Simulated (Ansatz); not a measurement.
AlClH2O2Si. Total charge 0; spin multiplicity 1. The bonds changed during the relaxation, so this is another structure than the one it started from.

```xyz
7

Cl    2.748   -1.936    0.135
Al    1.069   -0.753    0.053
O     0.767    0.945    0.120
Si   -0.864    0.608   -0.042
O    -0.623   -1.046   -0.113
H    -1.441    1.158   -1.292
H    -1.656    1.023    1.139
```

Question: List the harmonic frequencies (cm⁻¹, unscaled) at PBE0-D4/def2-TZVP in Ansatz. (An estimate is asked.)

Answer: The calculation gave: 119, 155, 316, 370, 636, 647, 680, 702, 802, 841, 887, 929, 1009, 2246, 2247.

Question: Is this a minimum?

Answer: Yes, all 15 modes are real.

Question: Give the ideal-gas thermochemistry at 298.15 K and 1 bar (rigid rotor, harmonic oscillator; point group C2v, symmetry number 2).

Answer: Zero-point energy 75.3 kJ/mol; H(298) − E = 92.7 kJ/mol; entropy 320.7 J/(mol·K), of which translation 169.0, rotation 108.6, vibration 43.1; G(298) − E = -2.9 kJ/mol.

Question: And at 400, 500, 600, 800 and 1000 K?

Answer: 
| T (K) | H − E (kJ/mol) | S (J/mol/K) | G − E (kJ/mol) |
| --- | --- | --- | --- |
| 400 | 102.6 | 349.1 | -37.0 |
| 500 | 113.6 | 373.6 | -73.2 |
| 600 | 125.6 | 395.4 | -111.7 |
| 800 | 151.4 | 432.5 | -194.6 |
| 1000 | 178.9 | 463.2 | -284.2 |

Question: Rotational constants (cm⁻¹)?

Answer: 0.3331, 0.04604, 0.04104.
